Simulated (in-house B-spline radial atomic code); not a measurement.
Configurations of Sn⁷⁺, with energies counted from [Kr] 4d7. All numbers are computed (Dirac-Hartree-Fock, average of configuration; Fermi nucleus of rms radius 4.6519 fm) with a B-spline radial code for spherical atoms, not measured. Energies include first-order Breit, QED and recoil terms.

Occupations are held fixed; configurations that lie above the ionisation limit could autoionise.

```csv
configuration,E - E(ref) (eV),highest orbital,its <r> (bohr)
[Kr] 4d6 5p1,54.634,5p3/2,1.957
[Kr] 4d6 4f1,68.214,4f7/2,1.424
[Kr] 4d6 6p1,89.653,6p3/2,3.419
[Kr] 4d6 6f1,108.43,6f7/2,4.972
[Kr] 4d6 6g1,112.41,6g7/2,5.413
[Kr] 4d6 8f1,121.47,8f7/2,9.878
```

(1) Order these further configurations by energy, lowest first.
A. [Kr] 4d6 5s1
B. [Ar] 3d10 4s2 4p5 4d7 8g1
C. [Kr] 4d6 8g1
D. [Kr] 4d6 7s1
E. [Ar] 3d10 4s2 4p5 4d7 6g1

(2) How far above the reference does [Ar] 3d10 4s2 4p5 4d7 5f1 lie?

(3) How far above the reference does [Ar] 3d10 4s2 4p5 4d8 lie?

## Answers

(1) A (41.067 eV), D (102.92 eV), C (123.08 eV), E (187.22 eV), B (197.89 eV).

(2) 169.27 eV; its least bound orbital is 5f7/2 with <r> = 3.054 bohr.

(3) 74.62 eV; its least bound orbital is 4d5/2 with <r> = 0.9828 bohr.
